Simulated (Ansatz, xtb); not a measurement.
**C2H10B3N3: which of two isomers lies lower**

We compare X, `CB1NBNBN1C`, a singlet, with Y, `CCB1NBNBN1`, a singlet. Both are isolated molecules in the gas phase, relaxed with r2SCAN-D4/def2-SVP; the shapes shown needn't be the lowest conformers.

X (Å):

```xyz
18

C     0.6672   -1.6939    0.4893
C    -1.3620   -0.7288    2.4565
B     0.3453   -0.1627    0.7080
B     0.7689    2.2605    0.1203
B    -0.9297    1.6602    1.8617
N     1.0195    0.8647   -0.0366
N    -0.2184    2.6263    1.0842
N    -0.6455    0.2697    1.6710
H     1.0089   -2.1694    1.4253
H     1.4415   -1.8689   -0.2737
H    -0.2342   -2.2529    0.1828
H     1.7158    0.5748   -0.7142
H     1.3624    3.0900   -0.5299
H    -0.4271    3.6073    1.2270
H    -1.7610    2.0092    2.6704
H    -0.6736   -1.3356    3.0688
H    -1.9274   -1.4238    1.8130
H    -2.0749   -0.2381    3.1339
```

Y (Å):

```xyz
18

C     1.5724   -1.8570   -1.6775
C     1.6236   -0.4652   -1.0260
B     0.1860    0.1946   -0.9374
B    -1.5713    1.7724   -1.8320
B    -2.0976    0.3073    0.1357
N    -0.2620    1.2007   -1.8608
N    -2.4683    1.3033   -0.8221
N    -0.7742   -0.2220    0.0494
H     2.5663   -2.3315   -1.7251
H     0.9086   -2.5389   -1.1202
H     1.1830   -1.8037   -2.7077
H     2.3171    0.1813   -1.5933
H     2.0562   -0.5557   -0.0121
H     0.3871    1.5218   -2.5705
H    -1.9072    2.6184   -2.6289
H    -3.4019    1.6945   -0.7806
H    -2.8739   -0.0693    0.9839
H    -0.4947   -0.9274    0.7224
```

Quicker runs give these differences E(Y) − E(X): GFN2-xTB +0.9 kcal/mol; HF/STO-3G −2.8 kcal/mol (at GFN2-xTB geometries); r2SCAN-D4/def2-SVP//GFN2-xTB −5.1 kcal/mol.

Estimate which is lower in electronic energy at CCSD(T)/def2-SVP + ΔMP2/def2-TZVPP, and by roughly how much.

The CCSD(T)/def2-SVP + ΔMP2/def2-TZVPP calculation puts structure Y lower, by 5.3 kcal/mol.

How the difference moves with the method:

```tsv
level	geometry	E(Y) − E(X) (kcal/mol)	departure from the last row (kcal/mol)	job, with rough time for the two
GFN2-xTB	GFN2-xTB	+0.9	+6.2	optimisation, 0.4 s
HF/STO-3G	GFN2-xTB	−2.8	+2.5	single point, 0.48 s
r2SCAN-D4/def2-SVP//GFN2-xTB	GFN2-xTB	−5.1	+0.1	single point, 4.9 s
r2SCAN-D4/def2-SVP	r2SCAN-D4/def2-SVP	−5.2	0.0	optimisation, 35 s
HF/def2-SVP	r2SCAN-D4/def2-SVP	−6.6	−1.3	part of the CCSD(T) run
MP2/def2-SVP	r2SCAN-D4/def2-SVP	−5.8	−0.6	part of the CCSD(T) run
CCSD(T)/def2-SVP	r2SCAN-D4/def2-SVP	−5.4	−0.1	single point
CCSD(T)/def2-SVP + ΔMP2/def2-TZVPP	r2SCAN-D4/def2-SVP	−5.3		single point, 2.3 min
```

As drawn, Y has 1 C–C, 1 N–H in place of 1 C–N, 1 C–H.

GFN2-xTB puts the two in the other order. The largest departure from CCSD(T)/def2-SVP + ΔMP2/def2-TZVPP is that of GFN2-xTB, 6.2 kcal/mol. The last row adds to CCSD(T) the change of the MP2 difference between the two basis sets, here +0.1 kcal/mol.

With thermal terms from frequencies at re-optimised GFN2-xTB minima (ideal gas, soft modes damped towards free rotors, one conformer each, 298.15 K, 1 atm): on the last row, ΔE + ΔZPE = −4.4, ΔH = −4.6, ΔG = −4.5 kcal/mol.

The correlated steps freeze 8 core orbitals. Run with Ansatz 0.2.0, xtb 6.7.1; the last row on 4 threads of Arm Neoverse V1 on a shared host.
